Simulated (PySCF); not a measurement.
Species: 3-chloro-1,1,1,2,2-pentafluoropropane, C₃H₂ClF₅.
Geometry (GFN2-xTB, Å), atoms numbered from 1 in this order:
```
atom  x, y, z in Å
F1     1.350   -1.284    0.458
C2     1.283   -0.069   -0.094
F3     1.510   -0.201   -1.396
F4     2.271    0.659    0.417
C5    -0.100    0.586    0.194
F6    -0.234    1.663   -0.606
F7    -0.061    1.066    1.463
C8    -1.286   -0.364    0.064
Cl9   -1.321   -1.115   -1.547
H10   -2.204    0.210    0.203
H11   -1.203   -1.147    0.818
```

The closed-shell SCF was solved with PySCF and density fitting under several settings on one GFN2-xTB geometry (grid level 2 and gas phase unless stated).

| settings | basis functions | SCF cycles | E (Eh) | HOMO (eV) | LUMO (eV) | dipole (D) |
| --- | --- | --- | --- | --- | --- | --- |
| PBE0/pcSseg-1 | 170 | 13 | -1074.1216 | -9.26 | -0.01 | 2.04 |
| PBE0/def2-SVPD | 218 | 13 | -1073.6259 | -9.32 | -0.33 | 2.05 |
| PBE0/aug-pcSseg-1 | 259 | 14 | -1074.1580 | -9.26 | -0.40 | 2.01 |

**Question.** Estimate the rows for these settings: (1) PBE0/pcSseg-1, IEF-PCM dimethylsulfoxide; (2) WP04/6-31G, fitting basis def2-universal-jkfit; (3) PBE0/pcSseg-1, IEF-PCM dichloromethane, energy threshold 1e-06 Eh, fitting basis def2-qzvpp-jkfit.

**Answer.** 
```
                                                                                         settings  basis functions  SCF cycles      E (Eh)  HOMO (eV)  LUMO (eV)  dipole (D)
                                                         PBE0/pcSseg-1, IEF-PCM dimethylsulfoxide              170          14  -1074.1277      -9.10       0.26        2.59
                                                   WP04/6-31G, fitting basis def2-universal-jkfit               89          10  -1089.9707     -10.41      -2.48        2.42
PBE0/pcSseg-1, IEF-PCM dichloromethane, energy threshold 1e-06 Eh, fitting basis def2-qzvpp-jkfit              170           7  -1074.1268      -9.11       0.23        2.50
```

**Question.** Over all rows, what range does the HOMO–LUMO gap span?

**Answer.** From 7.93 eV (WP04/6-31G, fitting basis def2-universal-jkfit) to 9.36 eV (PBE0/pcSseg-1, IEF-PCM dimethylsulfoxide). The functional of the narrowest has 12 % exact exchange, that of the widest 25 % exact exchange.

**Question.** And the dipole moment?

**Answer.** From 2.01 D (PBE0/aug-pcSseg-1) to 2.59 D (PBE0/pcSseg-1, IEF-PCM dimethylsulfoxide); the largest is 1.29 times the smallest, and the median is 2.23 D.

**Question.** Compare two rows with the functional PBE0: PBE0/aug-pcSseg-1 and PBE0/def2-SVPD. Which energy is lower, and by how much?

**Answer.** PBE0/aug-pcSseg-1 (259 functions) lies 0.5321 Eh or 334 kcal/mol below PBE0/def2-SVPD (218 functions).

Cycle counts include a coarse-grid stage where the run had one. WP04 was designed for NMR shieldings or shifts; total energies of different functionals aren't comparable. One conformer (not necessarily the lowest) at the GFN2-xTB geometry, without vibrations or thermal averaging.
